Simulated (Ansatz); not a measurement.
Coupled-cluster diagnostics for SiB₈, Ansatz.

Geometry of the singlet (B3LYP-D4/def2-SVP):

| atom | x (Å) | y (Å) | z (Å) |
| --- | --- | --- | --- |
| Si1 | -1.038 | -1.481 | 1.604 |
| B2 | -1.325 | -1.499 | -0.246 |
| B3 | 1.298 | 0.993 | -1.240 |
| B4 | -0.448 | -1.205 | -1.469 |
| B5 | 0.161 | 0.073 | -0.109 |
| B6 | -0.755 | 0.356 | 1.835 |
| B7 | 1.170 | 1.633 | 0.154 |
| B8 | 0.605 | -0.207 | -1.911 |
| B9 | 0.333 | 1.336 | 1.383 |

Correlated methods freeze 13 core orbitals. Another isomer (singlet) lies 0.77 eV lower at PBE0-D4/def2-TZVP; other spin states weren't run for this one.

Estimate the CCSD(T) correlation energy, the shares of MP2 and (T), T1 and the reference's ⟨S²⟩ for: charge 0, singlet, own geometry in def2-TZVP; and the rough time on 4 threads of Intel Xeon Platinum 8223CL on a shared host.


| state | basis | correlation (eV) | MP2 share (%) | (T) share (%) | T1 | ⟨S²⟩ (pure) | wall time | remarks |
| --- | --- | --- | --- | --- | --- | --- | --- | --- |
| charge 0, singlet, own geometry | def2-TZVP | -26.408 | 91.6 | 8.6 | 0.034 | 0.00 (0.00) | 6.1 min | large T1, restricted SCF unstable |
Customary marks for T1 are 0.02 (closed shells), 0.045 (open shells) and about 0.05 (3d metals). T1 exceeds 0.02 in 1 of 1 rows and 0.045 in 0; the higher it lies, the less the single-reference result can be trusted.
